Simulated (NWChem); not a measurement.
Basis-set convergence for CH3ClSn

```xyz
6

Sn    -0.5692     0.1613     0.0000
Cl     1.1805    -1.5161     0.0000
C      0.8457     1.8739     0.0000
H      0.3188     2.8493     0.0000
H      1.5000     1.8075    -0.8944
H      1.5000     1.8075     0.8944
```
Charge 0, spin multiplicity 1.

Everything below was run with NWChem. Structure: optimised with PBE/def2-SVP with def2 effective core potentials on Sn, a minimum by its harmonic frequencies.

Quantity: vertical ionisation energy at the level ΔPBE0 (Δ: difference of total energies, the cation a doublet at the parent's geometry with its hole in an orbital of symmetry a' (Cs labels); it is the state that the SCF runs reached, from PBE0 orbitals for Hartree-Fock references, and need not be the lowest).

Effective core potentials replace the inner electrons of Sn; spin-orbit coupling is left out. The structure started from a generated list of species. The stability of the SCF solutions was not checked.

Costs are rough ratios of processor time within this set of runs, SCF included, with def2-SVP as 1.

Q: In def2-TZVPD the value is 8.74 eV. Among def2-SVP, def2-SVPD, def2-TZVP, def2-TZVPP, which is the smallest basis within 0.1 eV of it?

A: def2-SVP, with 73 functions against 166 and about 20 % of the time (also within reach: def2-SVPD, def2-TZVP, def2-TZVPP). def2-TZVPD isn't the basis-set limit itself, and a small set can land close by cancellation.

```
basis       functions  vertical ionisation energy (eV)  relative cost
----------  ---------  -------------------------------  -------------
def2-SVP           73                             8.69              1
def2-SVPD         103                             8.79        under 3
def2-TZVP         136                             8.73              3
def2-TZVPP        165                             8.73              5
def2-TZVPD        166                             8.74              5
```
